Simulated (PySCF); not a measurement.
## Single point on GaCl⁺

State: quartet, unpaired electrons σ ↑, π ↑↑, a mixture of terms (⟨Lz²⟩ = 2.0), a second solution, started from another occupation.

An equivalent input (the run itself took its basis sets from the Basis Set Exchange, started from a PBE0 density and held the occupation σ 9α 8β, πx 4α 4β, πy 5α 3β, δx 1α 1β, δy 1α 1β):

```python
from pyscf import gto, dft
mol = gto.M(atom='Ga 0 0 0; Cl 0 0 2.106', basis={'Ga': 'cc-pVTZ-PP', 'Cl': 'cc-pV(T+d)Z'}, ecp={'Ga': 'cc-pVTZ-PP'},
            charge=1, spin=3, verbose=4, symmetry='C2v')
mf = dft.UKS(mol, xc='PBE0')
mf.grids.atom_grid = (80, 434)
mf.grids.prune = dft.gen_grid.treutler_prune
mf.irrep_nelec = {'A1': (10, 9), 'A2': (1, 1), 'B1': (4, 4), 'B2': (5, 3)}
mf.conv_tol = 1e-9
mf.max_cycle = 60
mf.diis_space = 10
mf.kernel()
```

The log (some set-up lines and the per-cycle HOMO/LUMO lines removed):

```
******** <class 'pyscf.dft.uks_symm.SymAdaptedUKS'> ********
method = SymAdaptedUKS
damping factor = 0
level_shift factor = 0
DIIS = <class 'pyscf.scf.diis.CDIIS'>
diis_start_cycle = 1
diis_space = 10
diis_damp = 0
SCF conv_tol = 1e-09
SCF conv_tol_grad = None
SCF max_cycles = 60
number electrons alpha = 20  beta = 17
Set gradient conv threshold to 3.16228e-05
init E= -719.025189619696
cycle= 1 E= -719.025059976887  delta_E= 0.00013  |g|= 9.61e-05  |ddm|= 0.000658
cycle= 2 E= -719.025059980007  delta_E= -3.12e-09  |g|= 7.63e-05  |ddm|= 0.000284
cycle= 3 E= -719.025059982639  delta_E= -2.63e-09  |g|= 5.72e-06  |ddm|= 0.000107
cycle= 4 E= -719.02505998266  delta_E= -2.11e-11  |g|= 2.98e-06  |ddm|= 1.38e-05
Extra cycle  E= -719.025059982663  delta_E= -2.84e-12  |g|= 2.77e-06  |ddm|= 8.84e-06
converged SCF energy = -719.025059982663  <S^2> = 3.7557493  2S+1 = 4.0028736
```

Repeating this along the bond gives Re = 2.408 Å and ωe = 252 cm⁻¹.

A point of this curve took 3.4 CPU seconds beside 0.97 for the integrals, on Arm Neoverse V1 (shared host).

Spin–orbit coupling is left out. Counting both spins, an empty level lies below a filled one in this solution, because spin and occupation are held.
